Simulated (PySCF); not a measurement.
Sn(H)2(Me)(NH2) (CH₇NSn), SMILES [CH3][SnH2][NH2]. Coordinates come from a PBE-D3(BJ)/def2-SVP optimisation. The def2 effective core potentials stand for the cores of Sn; spin–orbit coupling is left out. The values are those of a single conformer.

Level of theory: PBE-D3(BJ)/def2-SVP (PySCF).

Harmonic wavenumbers (cm⁻¹): 81, 128, 144, 322, 491, 506, 521, 562, 655, 672, 735, 749, 854, 1154, 1383, 1384, 1495, 1842, 1855, 2985, 3098, 3103, 3399, 3495. Rotational constants (GHz): 10.66, 4.503, 3.475; symmetry number 1.

Q: Work out the zero-point energy and the ideal-gas rigid-rotor harmonic-oscillator thermochemistry at 298.15 K and 1 atm.

A: ZPE = ½ Σ hcν = ½ × 31614 cm⁻¹ = 45.19 kcal/mol. H − E(el) = 50.01 kcal/mol. Entropy in cal/(mol K): translation 40.96, rotation 25.07, vibration 14.84, total 80.87. G − E(el) = 25.90 kcal/mol. Cp = 24.65 cal/(mol K). Modes under 150 cm⁻¹ make the vibrational entropy uncertain.
